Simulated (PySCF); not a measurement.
(E)-1-bromo-1-chloroprop-1-ene (C₃H₄BrCl), SMILES C/C=C(\Cl)Br. Geometry: TPSSh-D3(BJ)/def2-SVP.

Computed equilibrium geometry at TPSSh-D3(BJ)/def2-SVP (PySCF confirms it by a frequency run) as a Z-matrix, and its point group:
point group Cs.
```
C
C 1 1.3404
H 1 1.0940 2 116.17
C 1 1.4959 3 117.92 2 180.00
H 4 1.0978 1 111.57 3 -180.00
H 4 1.1031 5 108.73 1 -121.93
H 4 1.1031 5 108.73 6 -116.14
Cl 2 1.7372 1 123.75 3 180.00
Br 2 1.8957 1 122.05 3 0.00
```
Charge 0, spin multiplicity 1.
